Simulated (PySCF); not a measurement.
Q: Give a PBE0-D3(BJ)/def2-SVP geometry of `C1([P@@](C=1OC)(=S)CO)C`.

A: 
Z-matrix in Å and degrees, rows numbered from 1:
```
C 
O   1  1.4189
C   2  1.3164  1  115.28
C   3  1.3413  2  139.71  1   177.94
C   4  1.4772  3  143.66  2    -1.37
P   3  1.7632  2  151.35  1    12.93
S   6  1.9536  3  129.40  4  -110.36
C   6  1.8583  3  114.21  4   102.97
O   8  1.3805  6  111.36  3  -177.13
H   1  1.0962  2  106.78  3  -175.71
H   1  1.1020  2  110.84  3    65.21
H   1  1.1012  2  110.65  3   -56.34
H   5  1.1013  4  109.92  3  -113.64
H   5  1.1007  4  111.18  3   127.87
H   5  1.0993  4  111.10  3     6.53
H   8  1.1027  6  107.73  3   -55.83
H   8  1.1117  6  105.65  3    58.89
H   9  0.9770  8  106.57  6   -31.48
```

The C–O distances run from 1.316 Å (O2–C3, drawn single) to 1.419 Å (C1–O2, drawn single), a spread of 0.103 Å. Of the pairs four or more bonds apart, S7···H18 is among the closest relative to their van der Waals radii: 2.41 Å, 80 % of the sum of Bondi's values. P6 (phosphorus bonded to 3 C and S) has angles from 44.5° to 129.9°. The C–C distances run from 1.341 Å (C3=C4, drawn double) to 1.477 Å (C4–C5, drawn single), a spread of 0.136 Å.

The calculation used PBE0-D3(BJ)/def2-SVP geometry optimisation, gas phase in PySCF 2.14.0.

Point group: C1 (no symmetry element, even within 0.4 Å). No PBE0-D3(BJ)/def2-SVP frequencies stand behind this structure, so it isn't proved a minimum. The numbers are those of one conformer (C1–O2–C3–C4 178°, C4–P6–C8–O9 -128°, P6–C8–O9–H -31°).
